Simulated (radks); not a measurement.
Spherical quantum dot in the effective-mass picture: electrons in a parabolic well V = omega^2 r^2 / 2 with omega = 1.43, with a point charge +1 (a donor) at the centre, all in effective atomic units (hartree* = m*/eps^2 hartree, bohr* = eps/m* bohr), one dielectric constant everywhere. Calculated with a radial shooting solver with Libxc functionals: non-relativistic Kohn-Sham, LDA (Slater exchange, Perdew-Wang correlation), spin-polarised, spherical densities. Levels are named by radial order and angular momentum (1s, 1p, 1d, 2s, ...), and open shells are averaged over m.

N = 7, configuration 1s2 1p(up 3, down 2). This is the lowest configuration that the search found. Occupied and some empty levels:

level    occupation  eigenvalue (hartree*)  <r> (bohr*)
1s up             1                 5.5460       0.9585
1s down           1                 5.5879       0.9563
1p up             3                 6.8807        1.382
1p down           2                 6.9259        1.385
2s up             0                 7.8543        1.456
2s down           0                 7.8847        1.460
1d up             0                 8.0676        1.642
1d down           0                 8.1078        1.646
1f up             0                 9.2810        1.849
1f down           0                 9.3147        1.853

Energy (hartree*): total 29.3859, kinetic 9.5295, external 6.1448, Hartree 17.381, exchange-correlation -3.6695.
